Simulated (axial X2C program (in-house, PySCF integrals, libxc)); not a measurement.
# Excited states of NaI by EOM-EE-CCSD

Computed with an in-house all-electron X2C program for linear molecules (integrals from PySCF): two-component X2C with atomic mean-field Coulomb and Gaunt terms, Gaussian nuclei, basis I dyall-acv3z, Na dyall-acv3z with contracted cores.

R = 2.723 Å (near the PBE0 minimum at charge 0 of the determinant lowest at the starting distance; the state shown can have its own minimum elsewhere).

Vertical excitation energies from the closed-shell determinant state of NaI:

```csv
Ω,excitation (eV),cm⁻¹,hole of the leading pair,particle of the leading pair,weight of the pair (for Ω = 0 its time-reversed partner can hold as much again),singles weight
2,3.631,29284,92% I pπ,"71% Na sσ, 12% Na pσ, 8% I sσ",0.95,0.95
1,3.665,29560,92% I pπ,"70% Na sσ, 13% Na pσ, 7% I sσ",0.92,0.95
0⁻,3.809,30721,"45% I pπ, 43% I pσ","70% Na sσ, 12% Na pσ, 8% I sσ",0.47,0.95
1,3.831,30901,"45% I pσ, 43% I pπ","70% Na sσ, 13% Na pσ, 7% I sσ",0.92,0.95
0⁺,3.964,31973,"63% I pπ, 27% I pσ","70% Na sσ, 14% Na pσ, 7% I sσ",0.47,0.94
0⁻,4.664,37615,"48% I pπ, 43% I pσ","70% Na sσ, 12% Na pσ, 8% I sσ",0.46,0.95
1,4.684,37775,"50% I pπ, 41% I pσ","70% Na sσ, 12% Na pσ, 8% I sσ",0.93,0.94
0⁺,4.848,39104,"59% I pσ, 30% I pπ","70% Na sσ, 15% Na pσ, 7% I sσ",0.46,0.94
1,5.415,43675,92% I pπ,"81% Na pπ, 8% Na dπ, 7% I dπ",0.89,0.95
0⁻,5.431,43802,92% I pπ,"80% Na pπ, 9% Na dπ, 7% I dπ",0.44,0.95
2,5.450,43956,92% I pπ,"81% Na pπ, 9% Na dπ",0.94,0.95
3,5.450,43959,92% I pπ,"80% Na pπ, 9% Na dπ, 6% I dπ",0.95,0.95
```

This point took 54 s on 1 thread of Arm Neoverse V1, on a shared host.

Reference electrons by ω block (each with its −ω partner): 1/2: 21, 3/2: 9, 5/2: 2. 16 electrons of NaI correlated (inner shells frozen), 88 natural virtual spinors (a truncated set); levels can be off by some tenths of an eV. Roots sought by Ω: (0: 5, 1: 4, 2: 3, 3: 1); rows need 60 % singles weight and stop where some Ω has no more roots. Missing are any skipped roots, higher Ω and states of a further excitation; these come out far too high here and may in truth be low or lowest. T1 of the reference 0.006 (Lee–Taylor). Number of frozen shells: I 4 s, 3 p, 2 d; Na 1 s.
